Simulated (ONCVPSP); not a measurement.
**bromine (Br), ONCV: configuration errors across variants**

| Item | Value |
| --- | --- |
| Element | bromine |
| Generator | ONCVPSP 4.0.1 |
| Type | optimised norm-conserving Vanderbilt (ONCV) |
| Functional | PBE |
| Relativity | scalar-relativistic |
| Frozen core | [Ar] |
| Valence charge | 17 |
| Reference configuration | 3d10 4s2 4p3 (charge +2) |
| Partial waves | 4s: rc 1.45 bohr, ncon 5, nbas 9, qcut 3.5 1/bohr, 1 projector; 4p: rc 1.25 bohr, ncon 4, nbas 8, qcut 7.4 1/bohr, 3 projectors, debl 1.4 Ha; 3d: rc 0.90 bohr, ncon 4, nbas 8, qcut 21.1 1/bohr, 1 projector; f scattering state at 0.28 Ha: rc 1.45 bohr, ncon 4, nbas 7, qcut 7.2 1/bohr, 1 projector |
| Local potential | polynomial inside 0.60 bohr (lpopt 5, dvloc0 2 Ha) |
| Core correction | Teter function, fcfact 3, rcfact 1.3 |

All-electron excitation energies from the reference (eV): (1) 3d10 4s2 4p5 -35.315; (2) 3d10 4s2 4p4 -22.761; (3) 3d10 4s2 4p2 33.983; (4) 3d10 4s1 4p5 -9.756.

A true bound ghost makes a file unfit for plane-wave use even where its test errors are small: the radial tests pick states by their node count and pass the ghost by.

Errors AE − PS in meV (a dash: test not solved or not reliable):

```csv
change,(1),(2),(3),(4),bound ghosts,GHOST(+) flags above zero
base,+8.1,+4.8,-1.0,+1.6,"s, p",f
"core correction Teter function, fcfact 3, rcfact 1.1",+8.1,+4.8,-1.0,+1.6,"s, p",f
"core correction polynomial model core, fcfact 0.55",+9.2,+5.0,-1.9,+1.3,"s, p",f
s: qcut 2.6; p: qcut 5.4; d: qcut 15.4; f: qcut 5.2,+8.1,+4.9,-0.9,-0.2,"s, p","p, f"
s: rc 2.06,+19,+9.1,+8.2,-16,"s, p",f
```

Give the same row for: s: qcut 2.4.

+8.2, +4.8, -0.8, +0.4; bound ghosts: s, p; GHOST(+) flags above zero: f.
